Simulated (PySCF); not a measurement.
C3H6N2Si, SMILES C(/CC#N)=N\[SiH3].

Geometry optimised at ωB97X-D3(BJ)/def2-SVP. The structure was generated by enumeration; whether it is a known compound was not checked. The values are those of a single conformer.

All values below come from ωB97X-D3(BJ)/def2-SVP (PySCF).

Frequencies are harmonic and unscaled.

| mode | ν (cm⁻¹) | IR (km/mol) | Raman (Å⁴/amu) | depolarisation | moving atoms (share of kinetic energy) |
|---|---|---|---|---|---|
| 1 | 47 | 8.1 | 1.7 | 0.75 | H 40 %, C 30 %, N 24 % |
| 2 | 103 | 3.9 | 1.2 | 0.58 | N 41 %, H 27 %, Si 17 %, C 15 % |
| 3 | 156 | 5.5 | 1.1 | 0.73 | H 50 %, N 44 % |
| 4 | 183 | 2.3 | 0.6 | 0.42 | H 37 %, C 30 %, N 24 %, Si 8 % |
| 5 | 244 | 4.6 | 2.7 | 0.74 | C 44 %, N 34 %, H 21 % |
| 6 | 368 | 0.1 | 5.0 | 0.69 | C 53 %, H 26 %, N 20 % |
| 7 | 390 | 0.9 | 4.7 | 0.24 | C 45 %, Si 30 %, H 13 %, N 12 % |
| 8 | 533 | 8.3 | 1.4 | 0.59 | C 72 %, H 14 %, N 12 % |
| 9 | 699 | 65.1 | 9.2 | 0.75 | H 78 %, Si 10 % |
| 10 | 717 | 63.2 | 8.7 | 0.74 | H 76 %, Si 10 % |
| 11 | 780 | 50.9 | 3.5 | 0.37 | H 40 %, N 34 %, C 14 %, Si 12 % |
| 12 | 846 | 16.4 | 1.0 | 0.62 | H 33 %, N 32 %, C 28 % |
| 13 | 960 | 122.3 | 27.0 | 0.69 | H 95 % |
| 14 | 963 | 68.4 | 23.4 | 0.75 | H 96 % |
| 15 | 968 | 282.8 | 19.4 | 0.72 | H 89 % |
| 16 | 989 | 59.4 | 3.4 | 0.32 | C 46 %, H 31 %, N 21 % |
| 17 | 1035 | 1.9 | 2.0 | 0.75 | H 53 %, C 42 % |
| 18 | 1089 | 12.9 | 4.7 | 0.24 | C 71 %, H 26 % |
| 19 | 1212 | 2.7 | 3.3 | 0.73 | H 85 %, C 13 % |
| 20 | 1304 | 3.1 | 2.1 | 0.63 | H 59 %, C 39 % |
| 21 | 1413 | 15.5 | 11.3 | 0.47 | H 82 %, C 10 %, N 8 % |
| 22 | 1428 | 9.2 | 9.3 | 0.56 | H 88 %, C 11 % |
| 23 | 1826 | 284.6 | 24.1 | 0.27 | C 55 %, N 42 % |
| 24 | 2225 | 117.8 | 108.9 | 0.18 | H 97 % |
| 25 | 2282 | 113.5 | 142.7 | 0.33 | H 96 % |
| 26 | 2286 | 99.8 | 170.6 | 0.17 | H 97 % |
| 27 | 2439 | 11.8 | 73.4 | 0.27 | C 62 %, N 38 % |
| 28 | 3015 | 30.3 | 61.7 | 0.37 | H 92 %, C 8 % |
| 29 | 3090 | 0.8 | 122.6 | 0.07 | H 94 % |
| 30 | 3172 | 0.8 | 54.0 | 0.65 | H 91 %, C 9 % |
